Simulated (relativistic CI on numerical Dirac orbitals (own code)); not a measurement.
## Sc³⁺ in a cubic cluster: 3p photoemission with charge transfer

Computed with a charge-transfer multiplet model of a cubic metal-ligand cluster with up to 2 ligand holes, Slater and spin-orbit integrals from Dirac-Coulomb-Breit ions, Slater integrals scaled by 0.8. The ground state mixes d0 with configurations of k ligand holes L, whose averages lie at kΔ + k(k − 1)U_dd/2; a core hole lowers each added d electron by U_cd. 300 K, Lorentzian 0.9 eV and Gaussian 0.8 eV FWHM.

Atomic integrals in eV (Slater integrals scaled, ζ unscaled), ground: F2dd 4.710, F4dd 2.885, zeta_d 0.005; with the core hole: F2dd 4.710, F4dd 2.885, zeta_d 0.012, zeta_core 0.361, F2cd 7.734, G1cd 9.660, G3cd 5.869. Where a configuration has fewer than two d electrons, the dd integrals are those of d2.

Cluster parameters (eV): U_dd = 5.4, U_cd = 6.7, 10Dq = 0.55, 10Dq(ligand) = 1.2, V(eg) = 2.55, V(t2g) = -1.35, final-state hopping factor = 1.

```csv
Case,n_d,d0,d1L,d2L2,S
Δ = 5.8 eV,0.48,0.58,0.37,0.05,0.00
Δ = 6.8 eV,0.42,0.62,0.34,0.04,0.00
Δ = 7.8 eV,0.36,0.67,0.30,0.03,0.00
```

Weights, n_d and S are thermal averages at 300 K. Binding energies count from the first peak over 30 % of the highest in each spectrum, which can be another peak from case to case. The parameters are a model scan and need not match a compound or its usual spin state. Peaks in eV (height, largest 100):
- Δ = 5.8 eV: 0.0 (100), 5.6 (8), 10.9 (21)
- Δ = 6.8 eV: 0.0 (100), 5.7 (7), 10.6 (21)
- Δ = 7.8 eV: 0.0 (100), 6.0 (7), 10.5 (20)

Curve for Δ = 7.8 eV (points under 2 left out, the grid thinned):

(E (eV), Intensity): (-3.5, 2.5), (-3.1, 3.2), (-2.8, 4.0), (-2.4, 5.4), (-2.1, 7.2), (-1.7, 11.2), (-1.3, 19.8), (-1.0, 33.0), (-0.6, 63.9), (-0.2, 95.1), (0.1, 98.7), (0.5, 74.7), (0.8, 50.0), (1.2, 25.9), (1.6, 14.0), (1.9, 9.7), (2.3, 6.7), (2.6, 5.6), (3.0, 4.9), (3.4, 4.7), (3.7, 4.5), (4.1, 4.1), (4.5, 3.9), (4.8, 3.9), (5.2, 4.3), (5.5, 5.2), (5.9, 6.5), (6.3, 6.2), (6.6, 4.9), (7.0, 3.3), (7.3, 2.7), (7.7, 2.2), (8.1, 2.1), (8.4, 2.3), (8.8, 2.9), (9.1, 4.0), (9.5, 7.3), (9.9, 13.4), (10.2, 18.1), (10.6, 19.1), (11.0, 14.0), (11.3, 9.3), (11.7, 5.1), (12.0, 3.4), (12.4, 2.2)

A d0 ion has no d-d gap: its lowest excitations are ligand-to-metal charge transfer. With the core hole the configuration with one ligand hole lies at Δ − U_cd = -0.9, 0.1, 1.1 eV from the one without, in the order of the table; where this is negative the screened configuration lies lower, though the effective hopping of about 5.9 eV (from the holes of the mixed ground state) mixes the two strongly wherever it is as large as the gap.
